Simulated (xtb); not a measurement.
BrH3MgSi, SMILES [SiH3][Mg][Br]. All values are semi-empirical tight-binding results from xtb (GFN2-xTB unless named), good for trends rather than for accurate numbers. Geometry: GFN2-xTB.

For metal compounds this method's bond lengths and energies can be far off.

```
Item                                           Value
-------------------------------------  -------------
orbital gap                                  3.16 eV
zero-point energy                      14.6 kcal/mol
G − E(el) at 298.15 K (modified RRHO)  -5.2 kcal/mol
```
